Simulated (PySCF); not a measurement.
Vertical excitations of a molecule CH6F2Si3 from PySCF with TDDFT-B3LYP/def2-SVPD, as energy in eV (oscillator strength): 4.95 (0.003), 5.97 (0.011), 6.04 (0.000), 6.21 (0.167), 6.34 (0.086), 6.64 (0.072), 6.70 (0.014), 6.87 (0.022), 6.98 (0.005), 7.18 (0.020). Lowest triplet (TDA): 4.46 eV. Geometry optimised at PBE0-D3(BJ)/def2-SVP. The values are those of a single conformer.

Question: Which structure fits?
A. F[Si]1(F)[SiH2]C[SiH2]1
B. F[C@@H]1[SiH2][SiH2][Si@@H]1F
C. F[Si]1(F)C[SiH2][SiH2]1
D. F[Si@@H]1C[Si@H](F)[SiH2]1

Answer: D, F[Si@@H]1C[Si@H](F)[SiH2]1
